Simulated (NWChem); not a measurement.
The numbers come from NWChem runs, not from measurements. System: FOS, charge 0, spin multiplicity 2, at a geometry optimised with UPBE/def2-SVP. The structure started from a generated list of species. Its SCF solution wasn't tested for a lower state. Level: UHF/def2-TZVP.

Job file:

```
start mol
memory heap 200 mb stack 900 mb global 1100 mb
geometry units angstroms nocenter noautoz
  O      0.488438    -1.263746     0.000000
  S     -0.464142    -0.110502     0.000000
  F      0.390974     1.319778     0.000000
  symmetry group Cs
end
basis spherical
  * library def2-tzvp
end
scf
  uhf
  nopen 1
  maxiter 100
  thresh 1e-7
  semidirect memsize 60000000 filesize 0
  # guess.movecs holds the orbitals of an unrestricted PBE0 run
  vectors input guess.movecs output mol.movecs
end
task scf energy
```

NWChem printed:

```
             Northwest Computational Chemistry Package (NWChem) 7.3.0
             --------------------------------------------------------

                                NWChem Input Module
                                -------------------

 Scaling coordinates for geometry "geometry" by  1.889725989
 (inverse scale =  0.529177249)

 Turning off AUTOSYM since
 SYMMETRY directive was detected!

                             Geometry "geometry" -> ""
                             -------------------------

 Output coordinates in angstroms (scale by  1.889725989 to convert to a.u.)

  No.       Tag          Charge          X              Y              Z
 ---- ---------------- ---------- -------------- -------------- --------------
    1 O                    8.0000     0.48843800    -1.26374600     0.00000000
    2 S                   16.0000    -0.46414200    -0.11050200     0.00000000
    3 F                    9.0000     0.39097400     1.31977800     0.00000000

 Effective nuclear repulsion energy (a.u.)     105.7486794250

            Nuclear Dipole moment (a.u.)
            ----------------------------
        X                 Y               Z
 ---------------- ---------------- ----------------
    -0.0000037795     0.0000037795     0.0000000000

      Symmetry information
      --------------------

 Group name             Cs
 Group number              2
 Group order               2
 No. of unique centers     3

      Symmetry unique atoms

     1    2    3


 Summary of "ao basis" -> "" (spherical)
 ------------------------------------------------------------------------------
       Tag                 Description            Shells   Functions and Types
 ---------------- ------------------------------  ------  ---------------------
 *                         def2-tzvp                  on all atoms

 Summary of "ao basis" -> "ao basis" (spherical)
 ------------------------------------------------------------------------------
       Tag                 Description            Shells   Functions and Types
 ---------------- ------------------------------  ------  ---------------------
 O                         def2-tzvp                11       31   5s3p2d1f
 S                         def2-tzvp                13       37   5s5p2d1f
 F                         def2-tzvp                11       31   5s3p2d1f

                                 NWChem SCF Module
                                 -----------------

  ao basis        = "ao basis"
  functions       =    99
  atoms           =     3
  alpha electrons =    17
  beta  electrons =    16
  charge          =   0.00
  wavefunction    = UHF
  use symmetry    = T
  symmetry adapt  = T

 Summary of "ao basis" -> "ao basis" (spherical)
 ------------------------------------------------------------------------------
       Tag                 Description            Shells   Functions and Types
 ---------------- ------------------------------  ------  ---------------------
 O                         def2-tzvp                11       31   5s3p2d1f
 S                         def2-tzvp                13       37   5s5p2d1f
 F                         def2-tzvp                11       31   5s3p2d1f

      Symmetry analysis of basis
      --------------------------

        a'         67
        a"         32

 Forming initial guess at       0.0s

   Symmetry analysis of molecular orbitals - initial alpha
   -------------------------------------------------------

  Numbering of irreducible representations:

     1 a'          2 a"

  Orbital symmetries:

     1 a'          2 a'          3 a'          4 a'          5 a'
     6 a"          7 a'          8 a'          9 a'         10 a'
    11 a'         12 a"         13 a'         14 a"         15 a'
    16 a'         17 a"         18 a'         19 a'         20 a"
    21 a'         22 a'         23 a"         24 a'         25 a'
    26 a"         27 a'

   Symmetry analysis of molecular orbitals - initial beta
   ------------------------------------------------------

  Numbering of irreducible representations:

     1 a'          2 a"

  Orbital symmetries:

     1 a'          2 a'          3 a'          4 a'          5 a'
     6 a'          7 a"          8 a'          9 a'         10 a'
    11 a'         12 a'         13 a"         14 a'         15 a"
    16 a'         17 a"         18 a'         19 a'         20 a'
    21 a"         22 a'         23 a"         24 a'         25 a'
    26 a"         27 a'

 Starting SCF solution at       0.0s

 ----------------------------------------------
         Quadratically convergent UHF

 Convergence threshold     :          1.000E-07
 Maximum no. of iterations :          100
 Integral*density screening:          1.000E-09
 ----------------------------------------------

              iter       energy          gnorm     gmax       time
             ----- ------------------- --------- --------- --------
                 1     -571.8418383378  7.63D-01  2.43D-01      0.8
                 2     -571.8669925205  1.27D-01  2.77D-02      0.8
                 3     -571.8702661594  1.03D-02  6.07D-03      1.1
                 4     -571.8704802948  9.94D-04  4.27D-04      1.7
                 5     -571.8704805836  1.01D-06  5.15D-07      2.3
                 6     -571.8704805836  5.01D-09  1.25D-09      2.9

       Final UHF  results
       ------------------

         Total SCF energy =   -571.870480583590
      One electron energy =  -1001.795854916019
      Two electron energy =    324.176694907440
 Nuclear repulsion energy =    105.748679424989

                       Sz =      0.5000
[...]
   23    0.4996
   24    0.5229
   25    0.5431
   26    0.5766
   27    0.6132

                    UHF Final Alpha Molecular Orbital Analysis
                    ------------------------------------------

 Vector   15  Occ=1.000000D+00  E=-6.104908D-01  Symmetry=a'
              MO Center=  1.1D-01, -3.5D-01, -1.9D-15, r^2= 2.1D+00
   Bfn.  Coefficient  Atom+Function         Bfn.  Coefficient  Atom+Function
  ----- ------------  ---------------      ----- ------------  ---------------
     7      0.322993  1 O  py                10      0.295738  1 O  py
    46      0.252332  2 S  px                74     -0.244706  3 F  px
    36     -0.227010  2 S  s                 77     -0.215125  3 F  px
    13      0.152474  1 O  py

 Vector   16  Occ=1.000000D+00  E=-5.517509D-01  Symmetry=a'
              MO Center=  1.6D-01, -4.6D-01,  3.3D-14, r^2= 2.0D+00
   Bfn.  Coefficient  Atom+Function         Bfn.  Coefficient  Atom+Function
  ----- ------------  ---------------      ----- ------------  ---------------
     6      0.350248  1 O  px                 9      0.320262  1 O  px
    36      0.298124  2 S  s                 35      0.198925  2 S  s
    12      0.197311  1 O  px                75      0.185578  3 F  py
    78      0.169146  3 F  py                46     -0.160129  2 S  px

 Vector   17  Occ=1.000000D+00  E=-4.329928D-01  Symmetry=a"
              MO Center= -3.3D-01, -1.9D-01, -2.6D-14, r^2= 1.7D+00
   Bfn.  Coefficient  Atom+Function         Bfn.  Coefficient  Atom+Function
  ----- ------------  ---------------      ----- ------------  ---------------
    48      0.551171  2 S  pz                51      0.322417  2 S  pz
     8     -0.249402  1 O  pz                45      0.241414  2 S  pz
    11     -0.220646  1 O  pz                14     -0.189936  1 O  pz
    39     -0.179720  2 S  pz                76     -0.155794  3 F  pz

 Vector   18  Occ=0.000000D+00  E= 9.681583D-02  Symmetry=a'
              MO Center= -5.2D-01, -9.8D-02,  4.0D-15, r^2= 2.6D+00
   Bfn.  Coefficient  Atom+Function         Bfn.  Coefficient  Atom+Function
  ----- ------------  ---------------      ----- ------------  ---------------
    50      0.779522  2 S  py                73     -0.675261  3 F  s
    49      0.615120  2 S  px                36      0.468771  2 S  s
    47      0.347815  2 S  py                81      0.341655  3 F  py
    46      0.240141  2 S  px                13     -0.225044  1 O  py
    12     -0.210746  1 O  px                80      0.180596  3 F  px

 Vector   19  Occ=0.000000D+00  E= 1.498407D-01  Symmetry=a'
              MO Center= -6.6D-01, -1.8D-02, -8.5D-15, r^2= 3.3D+00
   Bfn.  Coefficient  Atom+Function         Bfn.  Coefficient  Atom+Function
  ----- ------------  ---------------      ----- ------------  ---------------
     5      1.569682  1 O  s                 36     -1.431405  2 S  s
    50      1.138687  2 S  py                49     -1.049373  2 S  px
    13      0.583221  1 O  py                12     -0.435455  1 O  px
    47      0.260929  2 S  py                46     -0.258491  2 S  px
    81     -0.161271  3 F  py                10      0.157273  1 O  py

 Vector   20  Occ=0.000000D+00  E= 3.543137D-01  Symmetry=a"
              MO Center= -6.3D-01, -1.2D-01,  1.7D-14, r^2= 4.0D+00
   Bfn.  Coefficient  Atom+Function         Bfn.  Coefficient  Atom+Function
  ----- ------------  ---------------      ----- ------------  ---------------
    51      1.487612  2 S  pz                48     -1.105355  2 S  pz

                     UHF Final Beta Molecular Orbital Analysis
                     -----------------------------------------

 Vector   14  Occ=1.000000D+00  E=-5.871095D-01  Symmetry=a'
              MO Center=  4.3D-02, -5.1D-01,  3.8D-15, r^2= 2.0D+00
   Bfn.  Coefficient  Atom+Function         Bfn.  Coefficient  Atom+Function
  ----- ------------  ---------------      ----- ------------  ---------------
     7      0.319585  1 O  py                10      0.294597  1 O  py
    46      0.284305  2 S  px                36     -0.221416  2 S  s
    74     -0.198358  3 F  px                77     -0.174555  3 F  px
    13      0.163863  1 O  py

 Vector   15  Occ=1.000000D+00  E=-5.183756D-01  Symmetry=a'
              MO Center=  7.8D-02, -4.9D-01, -1.8D-15, r^2= 2.0D+00
   Bfn.  Coefficient  Atom+Function         Bfn.  Coefficient  Atom+Function
  ----- ------------  ---------------      ----- ------------  ---------------
     6      0.339470  1 O  px                36      0.323256  2 S  s
     9      0.312803  1 O  px                35      0.219477  2 S  s
    12      0.212001  1 O  px                46     -0.177590  2 S  px
    75      0.165171  3 F  py                34     -0.153274  2 S  s
    78      0.151936  3 F  py

 Vector   16  Occ=1.000000D+00  E=-4.953251D-01  Symmetry=a"
              MO Center=  1.0D-01, -6.8D-01,  2.8D-15, r^2= 1.5D+00
   Bfn.  Coefficient  Atom+Function         Bfn.  Coefficient  Atom+Function
  ----- ------------  ---------------      ----- ------------  ---------------
    48      0.345088  2 S  pz                 8      0.281858  1 O  pz
    11      0.263119  1 O  pz                14      0.188643  1 O  pz
    51      0.175578  2 S  pz                45      0.151744  2 S  pz

 Vector   17  Occ=0.000000D+00  E= 3.246943D-02  Symmetry=a"
              MO Center= -2.2D-01, -4.5D-01,  5.9D-15, r^2= 2.2D+00
   Bfn.  Coefficient  Atom+Function         Bfn.  Coefficient  Atom+Function
  ----- ------------  ---------------      ----- ------------  ---------------
    51      0.557955  2 S  pz                14     -0.423922  1 O  pz
    48      0.357288  2 S  pz                 8     -0.284587  1 O  pz
    11     -0.242066  1 O  pz                45      0.178735  2 S  pz

 Vector   18  Occ=0.000000D+00  E= 1.128749D-01  Symmetry=a'
              MO Center= -5.4D-01, -7.2D-02,  8.9D-15, r^2= 2.7D+00
   Bfn.  Coefficient  Atom+Function         Bfn.  Coefficient  Atom+Function
  ----- ------------  ---------------      ----- ------------  ---------------
    50      0.956332  2 S  py                73     -0.696721  3 F  s
    49      0.475101  2 S  px                47      0.375134  2 S  py
    36      0.326515  2 S  s                 81      0.327090  3 F  py
    12     -0.276952  1 O  px                 5      0.251907  1 O  s
    80      0.210059  3 F  px                46      0.183240  2 S  px

 Vector   19  Occ=0.000000D+00  E= 1.655962D-01  Symmetry=a'
              MO Center= -5.7D-01, -5.7D-02, -5.5D-15, r^2= 3.4D+00
   Bfn.  Coefficient  Atom+Function         Bfn.  Coefficient  Atom+Function
  ----- ------------  ---------------      ----- ------------  ---------------
    36     -1.675357  2 S  s                  5      1.662404  1 O  s
    49     -1.205425  2 S  px                50      1.053984  2 S  py
    13      0.663268  1 O  py                12     -0.432649  1 O  px
    46     -0.274303  2 S  px                81     -0.236683  3 F  py
    47      0.196810  2 S  py                10      0.180493  1 O  py

 center of mass
 --------------
 x =   0.01131097 y =   0.03745254 z =   0.00000000

 moments of inertia (a.u.)
 ------------------
         210.694616511485          -5.577893110544           0.000000000000
          -5.577893110544          48.585451751334           0.000000000000
           0.000000000000           0.000000000000         259.280068262818

  Mulliken analysis of the total density
  --------------------------------------

    Atom       Charge   Shell Charges
 -----------   ------   -------------------------------------------------------
    1 O    8     8.40   0.79  1.18  0.60  0.98  0.33  1.77  1.95  0.76  0.00  0.03  0.00
    2 S   16    15.27   2.01  0.49  1.48  1.13  0.75  4.16  1.70  0.80  1.80  0.50  0.14  0.26  0.06
    3 F    9     9.33   0.77  1.20  0.60  1.02  0.34  2.21  2.26  0.90  0.00  0.01  0.00

  Mulliken analysis of the alpha density
  --------------------------------------

    Atom       Charge   Shell Charges
 -----------   ------   -------------------------------------------------------
    1 O    8     4.46   0.40  0.59  0.31  0.50  0.16  1.03  1.10  0.37  0.00  0.02  0.00
    2 S   16     7.87   1.00  0.25  0.74  0.57  0.37  2.09  0.84  0.45  1.04  0.29  0.07  0.13  0.03
    3 F    9     4.67   0.39  0.60  0.30  0.51  0.17  1.12  1.14  0.44  0.00  0.01  0.00

   Mulliken analysis of the beta density
   -------------------------------------

    Atom       Charge   Shell Charges
 -----------   ------   -------------------------------------------------------
    1 O    8     3.94   0.40  0.59  0.29  0.48  0.17  0.74  0.86  0.40  0.00  0.02  0.00
    2 S   16     7.40   1.00  0.24  0.74  0.55  0.38  2.07  0.86  0.35  0.77  0.21  0.07  0.13  0.03
    3 F    9     4.66   0.39  0.60  0.30  0.51  0.17  1.10  1.13  0.46  0.00  0.01  0.00

   Mulliken analysis of the spin density
   -------------------------------------

    Atom       Charge   Shell Charges
 -----------   ------   -------------------------------------------------------
    1 O    8     0.52   0.00 -0.00  0.02  0.02 -0.02  0.29  0.24 -0.03 -0.00 -0.00 -0.00
    2 S   16     0.48   0.00  0.00 -0.00  0.02 -0.01  0.02 -0.01  0.10  0.27  0.08  0.00 -0.00 -0.00
    3 F    9     0.01   0.00 -0.00  0.00  0.00 -0.00  0.02  0.01 -0.02  0.00  0.00  0.00

       Multipole analysis of the density wrt the origin
       ------------------------------------------------

     L   x y z        total         alpha         beta         nuclear
     -   - - -        -----         -----         ----         -------
     0   0 0 0     -0.000000    -17.000000    -16.000000     33.000000

     1   1 0 0     -0.816813     -0.344090     -0.472720     -0.000004
     1   0 1 0      0.060318      0.523762     -0.463447      0.000004
     1   0 0 1     -0.000000     -0.000000     -0.000000      0.000000

     2   2 0 0    -16.269194    -20.868191    -19.438424     24.037420
     2   1 1 0      0.432876     -0.090613     -1.356730      1.880220
     2   1 0 1     -0.000000     -0.000000     -0.000000      0.000000
     2   0 2 0    -19.243646    -62.422800    -59.125155    102.304309
     2   0 1 1      0.000000      0.000000     -0.000000      0.000000
     2   0 0 2    -16.279415     -9.057728     -7.221687      0.000000

 Task  times  cpu:        2.9s     wall:        2.9s

 Total times  cpu:        2.9s     wall:        2.9s
```
